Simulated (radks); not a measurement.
Coulomb parameter of the 4f shell of the thulium ion Tm3+ in the model configuration [Xe] 4f11 5d1, as a second difference U = [E(n + 0.25) + E(n - 0.25) - 2 E(n)] / (0.25)^2 with all orbitals relaxed. "Bare": the charge of the atom changes with n. "Screened": the 5d shell takes up the change at fixed total charge, which measures U(4f,4f) + U(5d,5d) - 2 U(4f,5d). All-electron calculation, Dirac Kohn-Sham, LDA (Slater exchange, Perdew-Wang correlation), spin-unpolarised, spherical densities, finite nucleus; open shells are shared between the two j in proportion to 2j + 1; Fermi nuclear charge, rms radius 5.2256 fm. Program: a radial shooting solver on a logarithmic mesh with Libxc functionals.

case	configuration	E - E(n) (eV)
start	[Xe] 4f11 5d1	0.000
bare +0.25	[Xe] 4f11.25 5d1	-10.250
bare -0.25	[Xe] 4f10.75 5d1	11.540
screened +0.25	[Xe] 4f11.25 5d0.75	-3.895
screened -0.25	[Xe] 4f10.75 5d1.25	4.266

U(bare) = 20.652 eV, U(screened by 5d) = 5.938 eV.
